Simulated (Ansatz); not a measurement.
Geometry optimisation, Ansatz 0.2.0, UHF/STO-3G.

Input file:

```yaml
crystal:
  periodic: [false, false, false]
  atoms:
    - { symbol: C, position_ang: [-0.3274, -1.5952, 2.4126] }
    - { symbol: Al, position_ang: [0.3249, -0.102, 1.2359] }
    - { symbol: Si, position_ang: [1.9755, -0.7043, -0.3102] }
    - { symbol: Al, position_ang: [1.2091, 0.2407, -2.2734] }
    - { symbol: Si, position_ang: [-0.7722, 1.5551, -1.9024] }
    - { symbol: Si, position_ang: [-1.2612, 1.3855, 0.2894] }
    - { symbol: H, position_ang: [0.0579, -2.5226, 2.0651] }
    - { symbol: H, position_ang: [-0.0291, -1.3476, 3.4433] }
    - { symbol: H, position_ang: [-1.4791, -1.5515, 2.3789] }
    - { symbol: H, position_ang: [3.2975, -0.0882, 0.0812] }
    - { symbol: H, position_ang: [2.118, -2.167, -0.3818] }
    - { symbol: H, position_ang: [1.0876, -0.7421, -3.5115] }
    - { symbol: H, position_ang: [-0.5252, 2.9936, -2.2159] }
    - { symbol: H, position_ang: [-1.9258, 1.0958, -2.6828] }
    - { symbol: H, position_ang: [-1.1655, 2.6722, 0.939] }
    - { symbol: H, position_ang: [-2.6079, 0.855, 0.4768] }
magnetization:
  spin_polarized: true
basis:
  gaussian: { orbitals: STO-3G }
hamiltonian:
  xc: hf
relax:
  f_tol: 0.02
  max_steps: 50
```

Run as:

```bash
$ ansatz run input.yaml --threads 1 --pin off --max-ram 2048MiB --backend cpu --events-out ev --progress --plain --runs-dir out
```

Task: Where does it end, and by what steps?

Result: The forces met the threshold. The force dipped under the threshold on the way, but the program's further checks kept it going. Limits of this set-up: minimal basis. After 15 steps the energy has fallen by 1.640 eV; H12 moved furthest, 1.46 Å.

| step | energy less start (eV) | largest force component (eV/Å) | accepted |
| --- | --- | --- | --- |
| 0 | 0.0000 | 4.445 | yes |
| 1 | -1.2623 | 0.617 | yes |
| 2 | -1.4275 | 0.377 | yes |
| 3 | -1.5376 | 0.187 | yes |
| 4 | -1.5907 | 0.401 | yes |
| 5 | -1.6134 | 0.058 | yes |
| 6 | -1.6211 | 0.208 | yes |
| 7 | -1.6235 | 0.298 | yes |
| 8 | -1.6291 | 0.229 | yes |
| 9 | -1.6352 | 0.017 | yes |
| 10 | -1.6373 | 0.048 | yes |
| 11 | -1.6366 | 0.183 | no |
| 12 | -1.6384 | 0.054 | yes |
| 13 | -1.6385 | 0.093 | yes |
| 14 | -1.6389 | 0.077 | yes |
| 15 | -1.6397 | 0.006 | yes |

```xyz
16
Properties=species:S:1:pos:R:3
C -0.211 -1.350 2.707
Al 0.005 -0.541 0.993
Si 1.655 -1.018 -0.530
Al 1.187 0.325 -2.331
Si -0.719 1.554 -1.936
Si -1.392 1.097 0.174
H 0.231 -2.336 2.769
H 0.263 -0.750 3.476
H -1.251 -1.448 2.994
H 2.957 -0.764 0.000
H 1.670 -2.401 -0.886
H 1.980 0.417 -3.579
H -0.527 2.960 -2.094
H -1.767 1.221 -2.847
H -1.334 2.291 0.956
H -2.769 0.721 0.178
```

The run took 38 s on 1 thread of Intel(R) Xeon(R) Platinum 8375C CPU @ 2.90GHz (Ice Lake) (shared host), peak memory 0.22 GiB.
